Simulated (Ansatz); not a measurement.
Cost and result for the atomization energy of `C[CH2][Ga][NH2]` radical (11 atoms, 10 bonds).

```xyz
11

C     0.319    1.217   -0.356
C     0.303   -0.037   -1.218
Ga   -0.258   -1.669   -0.181
N    -0.663   -1.385    1.587
H     1.015    1.125    0.481
H     0.623    2.097   -0.933
H    -0.668    1.433    0.063
H     1.288   -0.248   -1.645
H    -0.385    0.060   -2.062
H    -0.617   -0.485    2.040
H    -0.958   -2.106    2.224
```

The species carries charge 0 and has multiplicity 2. Correlated methods include outer-core shells of Ga, which these sets cover unevenly. Scalar relativity is left out up to krypton. The geometry is a stationary point of PBE0-D4/def2-TZVP. It is one conformer, not always the lowest. Program: Ansatz. Hardware: A = 2 threads of an AMD EPYC 7R13 on a shared host; B = 2 threads of an AMD EPYC 7R13 on a shared host and a share of an NVIDIA H100 80 GB. Times are those of one run each, without the atoms' runs, and a repeat can differ threefold. Electronic energies, without spin–orbit coupling; frozen cores. CCSD(T)/CBS adds CCSD(T) − MP2 in def2-TZVPP to the MP2 limit, and its time is that of the two runs behind it. T1 = 0.014; ⟨S²⟩ of the reference is 0.76. With those shells the extrapolation isn't a true limit. B3LYP takes the VWN-RPA correlation (the form of Gaussian; ORCA's B3LYP/G).

CCSD(T)/CBS is a level of theory with its own doubt, some kJ/mol a heavy atom from the limit and from the frozen cores, so smaller differences don't rank the functionals.

| level | functions | wall time |
| --- | --- | --- |
| PBE-D4/def2-TZVPP (with forces) [A] | 239 | 6 s |
| MP2/def2-QZVPP [B] | 470 | 7 s |
| PBE0-D4/def2-TZVPP [A] | 239 | 8 s |
| B3LYP-D4/def2-TZVPP (with forces) [A] | 239 | 9 s |
| CCSD(T)/def2-TZVPP [B] | 239 | 11 s |
| r2SCAN-D4/def2-TZVPP (with forces) [A] | 239 | 11 s |
| B2PLYP/def2-TZVPP [A] | 239 | 14 s |
| ωB97X-V/def2-TZVPP [A] | 239 | 18 s |
| CCSD(T)/CBS(def2) | – | 18 s |
| ωB97M-V/def2-TZVPP (with forces) [A] | 239 | 23 s |

(1) What atomization energy does each give, and how far from CCSD(T)/CBS? (An estimate is asked.)

Answers

(1) The calculation gave: 
```tsv
level	atomization (kcal/mol)	difference from CCSD(T)/CBS	per bond
PBE-D4/def2-TZVPP (with forces) [A]	920.4	15.5	1.6
MP2/def2-QZVPP [B]	905.0	0.1	0.0
PBE0-D4/def2-TZVPP [A]	907.0	2.1	0.2
B3LYP-D4/def2-TZVPP (with forces) [A]	905.0	0.1	0.0
CCSD(T)/def2-TZVPP [B]	884.3	-20.6	-2.1
r2SCAN-D4/def2-TZVPP (with forces) [A]	906.7	1.8	0.2
B2PLYP/def2-TZVPP [A]	895.6	-9.3	-0.9
ωB97X-V/def2-TZVPP [A]	905.8	0.9	0.1
CCSD(T)/CBS(def2)	904.9	0.0	0.0
ωB97M-V/def2-TZVPP (with forces) [A]	905.0	0.1	0.0
```

The D4 term adds +7.5 kcal/mol with B3LYP and +3.9 kcal/mol with PBE0; it sums over pairs of atoms, weighted by their polarisabilities, and B3LYP, whose exchange is more repulsive, gets the larger term. From PBE to PBE0 (25 % exact exchange), in def2-TZVPP and without D4, the atomization energy moves by −12.7 kcal/mol: exact exchange takes away binding that semilocal exchange gives to molecules. In def2-TZVPP, CCSD(T) changes the Hartree–Fock value by +228.4 kcal/mol (the triples alone add +12.1 kcal/mol) and MP2 by +237.0 kcal/mol; breaking electron pairs costs correlation energy, which Hartree–Fock lacks.
